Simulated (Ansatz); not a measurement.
The cluster Se₆⁺, 6 atoms. Hardware: 4 threads of Arm Neoverse V1 on a shared host.

Correlated methods freeze 54 core orbitals; core or outer-core shells of Se are correlated, in sets that lack core-valence functions.

Q: How many basis functions does each of these Ansatz runs have, and roughly what does it cost? PBE0-D4/def2-SVP, charge 1 doublet, energy, from earlier orbitals; LDA (SPW92)/def2-SVP, charge 1 doublet, energy, from earlier orbitals; PBE0-D4/def2-SVP, charge 1 doublet, relaxation, 19 steps; MP2/def2-SVP, charge 1 doublet, energy, from earlier orbitals; BHLYP-D4/def2-SVP, charge 1 doublet, energy, from earlier orbitals; r2SCAN-D4/def2-SVP, charge 1 doublet, energy, from earlier orbitals; PBE-D4/def2-SVP, charge 1 doublet, energy and forces, from earlier orbitals; RPA@PBE/def2-SVP, charge 1 doublet, energy, from earlier orbitals; PBE-D4/def2-SVP, charge 1 doublet, energy with a search over starts.

A: Other jobs shared the machine, so times can vary by a factor of up to 3. A dash marks memory too small to be measured apart from the calling script's.

| run | functions | fitting or Cholesky vectors | wall time | peak host memory (GiB) |
| --- | --- | --- | --- | --- |
| LDA (SPW92)/def2-SVP, charge 1 doublet, energy, from earlier orbitals | 192 | 2076 | 3.7 s | – |
| PBE-D4/def2-SVP, charge 1 doublet, energy and forces, from earlier orbitals | 192 | 2076 | 8 s | – |
| RPA@PBE/def2-SVP, charge 1 doublet, energy, from earlier orbitals | 192 | 1842 | 19 s | 0.79 |
| r2SCAN-D4/def2-SVP, charge 1 doublet, energy, from earlier orbitals | 192 | 2076 | 21 s | – |
| BHLYP-D4/def2-SVP, charge 1 doublet, energy, from earlier orbitals | 192 | 1842 | 28 s | 1.4 |
| MP2/def2-SVP, charge 1 doublet, energy, from earlier orbitals | 192 | 1842 | 28 s | 1.4 |
| PBE-D4/def2-SVP, charge 1 doublet, energy with a search over starts | 192 | 2076 | 29 s | – |
| PBE0-D4/def2-SVP, charge 1 doublet, energy, from earlier orbitals | 192 | 1842 | 30 s | 1.5 |
| PBE0-D4/def2-SVP, charge 1 doublet, relaxation, 19 steps | 192 | 1968 | 5.5 min | 1.6 |
